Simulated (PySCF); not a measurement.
## Working with the constants of BeC⁺

UHF-CCSD(T) constants of BeC⁺, ⁴Σ⁻ (quartet), unpaired electrons σ ↑, π ↑↑ (Be jorge-DZP-DKH, C jorge-DZP-DKH; spin-free X2C with a Gaussian nucleus (PySCF 2.14); masses 9.0122 and 12.0000 u):

- ωe: 1096.8 cm⁻¹
- ωexe: 8.85 cm⁻¹
- Be: 1.279 cm⁻¹
- αe: 0.0143 cm⁻¹
- D (centrifugal): 6.96e-06 cm⁻¹
- De to Be⁺ + C: 2.43 eV

(1) Give the vibrational terms G(v) and spacings up to v = 6.

(2) How well does the Morse estimate ωe²/(4ωexe) reproduce De, and what is D0?

Correlated steps freeze 1 core orbital. Correlated levels converge slowly with the basis: in double zeta they bind strong bonds too weakly, by up to about 1 eV, and carry superposition errors of some tenths. For an ion De counts to the pair picked by the measured ionisation energies or electron affinities, which need not be the lowest pair at this level. The state was picked by a PBE0 search and need not be the measured ground state.

## Answers

(1) G(v) = ωe(v+½) − ωexe(v+½)².

```csv
v,G(v) (cm⁻¹),G(v) − G(v−1),Bv (cm⁻¹)
0,546,,1.272
1,1625,1079,1.258
2,2687,1061,1.243
3,3730,1044,1.229
4,4756,1026,1.215
5,5765,1008,1.200
6,6755,991,1.186
```

(2) It gives 4.21 eV, 173 % of the computed De. D0 = De − G(0) = 2.43 − 0.07 = 2.36 eV.
